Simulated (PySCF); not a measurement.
Work out the structure from these simulated measurements.

Elements present: Ge, H and N. Monoisotopic mass: 168.9002 u.

| Property | Result |
| --- | --- |
| NMR, other nuclei | isotropic shieldings of nuclei other than C and H, by class: 256 (1 N), 1392 (1 Ge), 1617 (1 Ge) ppm [GIAO PBE/pcSseg-2] |
| Triplet | lowest triplet excitation (Tamm–Dancoff): 5.39 eV [TDA B3LYP/def2-SVPD] |
| Valence photoelectron | vertical ionisation energy: 9.40 eV [ΔSCF B3LYP/def2-SVPD] |
| XPS | N1s 404.5 eV [ΔSCF SCAN, pcX-2 on the ionised atom, pcseg-1 elsewhere, spin-free X2C] |
| Dipole | 1.13 D [B3LYP/def2-SVPD] |
| Rotational structure | rotational constants A, B, C: 9.941, 1.714, 1.522 GHz [PBE0-D3(BJ)/def2-SVP] |
| Couplings | largest of the computed one-bond spin–spin couplings (means over like bonds): 15N–1H -68.3 (×2) Hz [B3LYP/pcJ-1 (pcSseg-1 on Ge)] |
| 1H NMR | chemical shifts (computed TMS as zero) by class: 5.25 (2 H), 3.66 (3 H), -0.38 (2 H) ppm [GIAO PBE/pcSseg-2] |

Electronic properties: PySCF, gas phase, density fitting. Levels stand in brackets. Isolated species at its PBE0-D3(BJ)/def2-SVP geometry (one conformer only). Relativistic effects, spin–orbit coupling among them, are left out (core-ionisation runs apart) although an element past zinc is present. NMR classes are plain means over equivalent atoms (diastereotopic ones count apart unless rotation or inversion swaps them), as if these changed places fast.

Task: Which formula fits the mass and the elements?

Result: Ge2H7N (calculated 168.9002). No other formula that holds each of these elements comes within 0.0003 u with a fitting electron parity and a possible valence count.

Task: Propose a structure and show how it fits.

Result: Numbering: `[NH2:1][GeH2:2][GeH3:3]`. Hydrogen classes from least to most shielded: 2 H on a germanium bonded to Ge, N and 2 H, Ge2 (5.25 ppm, a mean of values up to 0.6 ppm apart in this geometry), 3 H on a germanium bonded to Ge and 3 H, Ge3 (3.66 ppm), 2 H on a nitrogen bonded to Ge and 2 H, N1 (-0.38 ppm). The other shieldings belong to: 256 ppm, nitrogen bonded to Ge and 2 H [N1]; 1392 ppm, germanium bonded to Ge, N and 2 H [Ge2]; 1617 ppm, germanium bonded to Ge and 3 H [Ge3]. The couplings run between: -68.3 Hz, nitrogen bonded to Ge and 2 H [N1] and its hydrogen (with 1 like pair). The core levels belong to: N1s 404.5 eV, nitrogen bonded to Ge and 2 H [N1]. No core level of Ge was computed. The first electron is taken from the HOMO, whose largest Löwdin shares are 0.58 on the nitrogen bonded to Ge and 2 H, 0.14 on the germanium bonded to Ge, N and 2 H, 0.10 on a Ge–H hydrogen and 0.06 on an N–H hydrogen. By its constants the optimised geometry is an asymmetric top. Structure: `[NH2][GeH2][GeH3]`. Computed isomers that give other values at the same levels: `[GeH3][NH][GeH3]` (core binding energies: N1s 403.9 eV). The assignments are read from this structure; whether some other isomer fits the data as well wasn't checked. NMR values of atoms bound to Ge lack the spin–orbit term that these neighbours bring.

Shape of the structure used: `[NH2:1][GeH2:2][GeH3:3]`: H–N1–Ge2–Ge3 180°, H–N1–Ge2–Ge3 -57°.
